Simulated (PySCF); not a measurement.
PySCF job for C₅H₅FSi, SMILES C#C[Si](F)(C)C#C, HF/pcSseg-1. Coordinates come from a ωB97X-D3(BJ)/def2-SVP optimisation.

```python
import numpy as np
from pyscf import gto, scf, dft
from pyscf.prop.nmr import rhf as nmr

mol = gto.M(
    atom='''
    C    -0.21023268   -1.40106522    2.49134557
    C    -0.08065042   -0.72003901    1.49477469
    Si    0.07880908    0.32969588    0.00000000
    C    -1.15809879    1.70787402    0.00000001
    F     1.58096259    0.95941324    0.00000000
    C    -0.08065043   -0.72003900   -1.49477469
    C    -0.21023268   -1.40106520   -2.49134558
    H    -0.32112330   -2.00854945    3.37437866
    H    -1.03492288    2.33706357    0.89515994
    H    -1.03492288    2.33706358   -0.89515993
    H    -2.18070802    1.29851680    0.00000000
    H    -0.32112329   -2.00854943   -3.37437867
    ''',
    basis='pcSseg-1',
    charge=0,
    spin=0,
    max_memory=1600,
    verbose=3,
)
mf = scf.RHF(mol)
mf.conv_tol = 1e-10
mf.max_cycle = 100
mf.kernel()
n = nmr.NMR(mf)
n.verbose = 2
n.max_cycle_cphf = 60
sigma = n.kernel()
print('atom   isotropic/ppm   span/ppm')
for i, s in enumerate(sigma):
    w = np.linalg.eigvalsh((s + s.T) / 2)
    print(f'{mol.atom_symbol(i):2s}{i + 1:3d} {w.mean():14.3f} {w[2] - w[0]:11.3f}')
```

Output:

```
converged SCF energy = -580.541188920031
atom   isotropic/ppm   span/ppm
C   1         83.326     243.461
C   2        106.784     290.939
Si  3        424.297      96.086
C   4        189.403      13.787
F   5        372.434      43.527
C   6        106.784     290.939
C   7         83.326     243.461
H   8         28.816      15.016
H   9         31.076      11.672
H  10         31.076      11.672
H  11         31.354      10.392
H  12         28.816      15.016
```

The run converged.
